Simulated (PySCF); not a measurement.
PySCF input (BP86/6-31G* (5d)):

```python
from pyscf import gto, dft

mol = gto.M(
    atom='''
    C     1.91768900   -0.30184100   -0.56436400
    B     0.65176400    0.18029300    0.21162300
    O    -0.59755400   -0.12441300   -0.13571400
    C    -1.75870700    0.31494100    0.57194700
    H     2.57417000   -0.87464300    0.09598000
    H     1.66167900   -0.92177400   -1.43061700
    H     2.50418300    0.55497400   -0.90644100
    H    -1.48126200    0.92961200    1.42919800
    H    -2.30993100   -0.56349900    0.90677000
    H    -2.38111500    0.89057000   -0.11279500
    ''',
    basis='6-31g*',
    charge=0,
    spin=1,
    verbose=4,
)

mf = dft.UKS(mol, xc='bp86')
mf.grids.level = 3
mf.conv_tol = 1e-9
mf.max_cycle = 100
mf.max_memory = 1500
mf.kernel()
if not mf.converged:
    mf = mf.newton()
    mf.kernel(mf.make_rdm1())
mo, _, stable, _ = mf.stability(return_status=True)
if not stable:
    mf.kernel(mf.make_rdm1(mo, mf.mo_occ))
    stable = mf.stability(return_status=True)[2]
mf.dip_moment()
```

Output:

```
PySCF version 2.14.0

[INPUT] verbose = 4
[INPUT] num. atoms = 10
[INPUT] num. electrons = 31
[INPUT] charge = 0
[INPUT] spin (= nelec alpha-beta = 2S) = 1
[INPUT] symmetry False subgroup None
[INPUT] Mole.unit = angstrom
[INPUT] Symbol           X                Y                Z      unit          X                Y                Z       unit  Magmom
[INPUT]  1 C      1.917689000000  -0.301841000000  -0.564364000000 AA    3.623907002091  -0.570396823165  -1.066493394564 Bohr   0.0
[INPUT]  2 B      0.651764000000   0.180293000000   0.211623000000 AA    1.231655457851   0.340704392176   0.399909511659 Bohr   0.0
[INPUT]  3 O     -0.597554000000  -0.124413000000  -0.135714000000 AA   -1.129213404638  -0.235106496336  -0.256462291269 Bohr   0.0
[INPUT]  4 C     -1.758707000000   0.314941000000   0.571947000000 AA   -3.323474563355   0.595152235397   1.080823187767 Bohr   0.0
[INPUT]  5 H      2.574170000000  -0.874643000000   0.095980000000 AA    4.864476298072  -1.652835726768   0.181375913436 Bohr   0.0
[INPUT]  6 H      1.661679000000  -0.921774000000  -1.430617000000 AA    3.140118216941  -1.741900408745  -2.703474319147 Bohr   0.0
[INPUT]  7 H      2.504183000000   0.554974000000  -0.906441000000 AA    4.732220035792   1.048748866254  -1.712925238077 Bohr   0.0
[INPUT]  8 H     -1.481262000000   0.929612000000   1.429198000000 AA   -2.799179498725   1.756712082109   2.700792797776 Bohr   0.0
[INPUT]  9 H     -2.309931000000  -0.563499000000   0.906770000000 AA   -4.365136956643  -1.064858781466   1.713546957972 Bohr   0.0
[INPUT] 10 H     -2.381115000000   0.890570000000  -0.112795000000 AA   -4.499655221094   1.682933394754  -0.213151658220 Bohr   0.0

nuclear repulsion = 106.356685414747
number of shells = 36
number of NR pGTOs = 132
number of NR cGTOs = 68
basis = 6-31g*
ecp = {}

******** <class 'pyscf.dft.uks.UKS'> ********
method = UKS
initial guess = minao
damping factor = 0
level_shift factor = 0
DIIS = <class 'pyscf.scf.diis.CDIIS'>
diis_start_cycle = 1
diis_space = 8
diis_damp = 0
SCF conv_tol = 1e-09
SCF conv_tol_grad = None
SCF max_cycles = 100
direct_scf = True
direct_scf_tol = 1e-13
number electrons alpha = 16  beta = 15
XC library pyscf.dft.libxc version 7.1.2
    S. Lehtola, C. Steigemann, M. J. T. Oliveira, and M. A. L. Marques,  SoftwareX 7, 1–5 (2018)
XC functionals = bp86
    A. D. Becke,  Phys. Rev. A 38, 3098 (1988)
    J. P. Perdew,  Phys. Rev. B 33, 8822 (1986)
    J. P. Perdew,  Phys. Rev. B 34, 7406–7406 (1986)
radial grids:
    Treutler-Ahlrichs [JCP 102, 346 (1995); DOI:10.1063/1.469408] (M4) radial grids

becke partition: Becke, JCP 88, 2547 (1988); DOI:10.1063/1.454033
pruning grids: <function nwchem_prune>
grids dens level: 3
symmetrized grids: False
atomic radii adjust function: <function treutler_atomic_radii_adjust>
small_rho_cutoff = 0
Set gradient conv threshold to 3.16228e-05
tot grids = 115216
init E= -180.001323523424
  alpha nocc = 16  HOMO = -0.163249802059763  LUMO = -0.080260789888229
  beta  nocc = 15  HOMO = -0.380368348457771  LUMO = -0.163249802059764

WARN: HOMO -0.163249802059763 >= LUMO -0.163249802059764

cycle= 1 E= -179.738621746023  delta_E= 0.263  |g|= 0.502  |ddm|= 2.05
  alpha nocc = 16  HOMO = -0.0533987912400953  LUMO = 0.0815793510689771
  beta  nocc = 15  HOMO = -0.140940916402245  LUMO = 0.00762207391486225
  HOMO = -0.0533987912401  LUMO = 0.00762207391486  gap/eV = 1.66046
cycle= 2 E= -179.370501450984  delta_E= 0.368  |g|= 1.06  |ddm|= 1.26
  alpha nocc = 16  HOMO = -0.100819485297124  LUMO = 0.0255938023468443
  beta  nocc = 15  HOMO = -0.276568497646294  LUMO = -0.0239684789730883
  HOMO = -0.100819485297  LUMO = -0.0239684789731  gap/eV = 2.09122
cycle= 3 E= -179.831171539661  delta_E= -0.461  |g|= 0.193  |ddm|= 0.92
  alpha nocc = 16  HOMO = -0.121695079119817  LUMO = 0.0100279356969226
  beta  nocc = 15  HOMO = -0.277068787469285  LUMO = -0.0412939857864161
  HOMO = -0.12169507912  LUMO = -0.0412939857864  gap/eV = 2.18783
cycle= 4 E= -179.848599229871  delta_E= -0.0174  |g|= 0.0368  |ddm|= 0.192
  alpha nocc = 16  HOMO = -0.125698819812342  LUMO = 0.00847295029505402
  beta  nocc = 15  HOMO = -0.277400924225432  LUMO = -0.0420190260622846
  HOMO = -0.125698819812  LUMO = -0.0420190260623  gap/eV = 2.27704
cycle= 5 E= -179.849211774889  delta_E= -0.000613  |g|= 0.0119  |ddm|= 0.0437
  alpha nocc = 16  HOMO = -0.123056542507599  LUMO = 0.0110263177682381
  beta  nocc = 15  HOMO = -0.275641193144282  LUMO = -0.0389481597998489
  HOMO = -0.123056542508  LUMO = -0.0389481597998  gap/eV = 2.28871
cycle= 6 E= -179.849290542547  delta_E= -7.88e-05  |g|= 0.00264  |ddm|= 0.0177
  alpha nocc = 16  HOMO = -0.123518887158925  LUMO = 0.0105965005188779
  beta  nocc = 15  HOMO = -0.27626811603553  LUMO = -0.0392014548633219
  HOMO = -0.123518887159  LUMO = -0.0392014548633  gap/eV = 2.29439
cycle= 7 E= -179.849294538503  delta_E= -4e-06  |g|= 0.000506  |ddm|= 0.00392
  alpha nocc = 16  HOMO = -0.123538742092418  LUMO = 0.0105966689851971
  beta  nocc = 15  HOMO = -0.276283335702815  LUMO = -0.0391437668476433
  HOMO = -0.123538742092  LUMO = -0.0391437668476  gap/eV = 2.29650
cycle= 8 E= -179.849294678872  delta_E= -1.4e-07  |g|= 0.000262  |ddm|= 0.000617
  alpha nocc = 16  HOMO = -0.123519956136282  LUMO = 0.0106331670799502
  beta  nocc = 15  HOMO = -0.276295204347469  LUMO = -0.0390946920000372
  HOMO = -0.123519956136  LUMO = -0.039094692  gap/eV = 2.29733
cycle= 9 E= -179.849294644323  delta_E= 3.45e-08  |g|= 6.45e-05  |ddm|= 0.000291
  alpha nocc = 16  HOMO = -0.123533232623215  LUMO = 0.0106338597816076
  beta  nocc = 15  HOMO = -0.276293397166188  LUMO = -0.0390932549480003
  HOMO = -0.123533232623  LUMO = -0.039093254948  gap/eV = 2.29773
cycle= 10 E= -179.849294647157  delta_E= -2.83e-09  |g|= 1.14e-05  |ddm|= 9.72e-05
  alpha nocc = 16  HOMO = -0.123532903092238  LUMO = 0.0106370834905634
  beta  nocc = 15  HOMO = -0.276292410959733  LUMO = -0.0390910039303489
  HOMO = -0.123532903092  LUMO = -0.0390910039303  gap/eV = 2.29778
cycle= 11 E= -179.849294647263  delta_E= -1.06e-10  |g|= 4.92e-06  |ddm|= 2.27e-05
  alpha nocc = 16  HOMO = -0.123533113954636  LUMO = 0.0106369009613512
  beta  nocc = 15  HOMO = -0.276293836181234  LUMO = -0.0390915346675227
  HOMO = -0.123533113955  LUMO = -0.0390915346675  gap/eV = 2.29777
Extra cycle  E= -179.849294647263  delta_E= 2.27e-13  |g|= 6.28e-06  |ddm|= 1.11e-05
converged SCF energy = -179.849294647263  <S^2> = 0.75191041  2S+1 = 2.0019095
uhf_internal: lowest eigs of H = [0.43628737 0.43737791 0.45321293]
<class 'pyscf.dft.uks.UKS'> wavefunction is stable in the internal stability analysis
Dipole moment(X, Y, Z, Debye): -1.08570,  0.09945,  0.21765
```

The geometry given is a B3LYP-D3(BJ)/def2-TZVP minimum.
